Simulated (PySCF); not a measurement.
Atoms are numbered as in `[CH3:1][SiH2:2][O:3][c:4]1[n:5][cH:6][n:7][o:8]1`; H(Xn) means a hydrogen on atom n.

PySCF 2.14.0 with density-fitted response routines calculation with structure optimised with GFN2-xTB and PBE0/pcSseg-1 with gauge-including orbitals; a single conformation, rapidly exchanging positions averaged, no solvent, no relativistic terms.

Chemical shifts δ = σref − σ; $^{13}$C (186.93 ppm), $^{1}$H (31.72 ppm), $^{29}$Si (349.16 ppm) against TMS; $^{17}$O (336.08 ppm) vs H2O; $^{15}$N (267.73 ppm) vs NH3, all at this level.

```
 atoms    nucleus  count  δ (ppm)
    O8   $^{17}$O      1        ?
H(Si2)    $^{1}$H      2     5.28
    N7   $^{15}$N      1    389.7
 H(C6)    $^{1}$H      1        ?
    C6   $^{13}$C      1    162.3
    C4   $^{13}$C      1    180.6
 H(C1)    $^{1}$H      3     0.70
   Si2  $^{29}$Si      1     -4.5
    C1   $^{13}$C      1     -3.4
    O3   $^{17}$O      1        ?
    N5   $^{15}$N      1    230.7
```

Task: Complete the table.

Result: 
- H(C6): 8.05 ppm, hydrogen on an aromatic CH between two ring heteroatoms; ring-current deshielding
- O8: 370.3 ppm, aromatic ring oxygen
- O3: 115.9 ppm, oxygen bonded to C, Si

Shifts are as computed. Against solution values, carbons near 30 ppm lie about +3 ppm off and those near 130 ppm about +5 ppm. Of 1211 compounds with measured shifts, 218 miss one by over three times the rms of a fit or turn the order of signals round; such compounds aren't used in these exercises. Unscaled 17O shifts of doubly bonded oxygen tend to come out too high, by tens of ppm or more. Experimental scales use liquid or dissolved standards, which lie at an offset from isolated NH3 (liquid NH3: subtract about 20 ppm) and H2O (liquid H2O: subtract about 36 ppm). Unscaled 15N shifts of sp2 nitrogen come out 20 to 40 ppm too high even then.
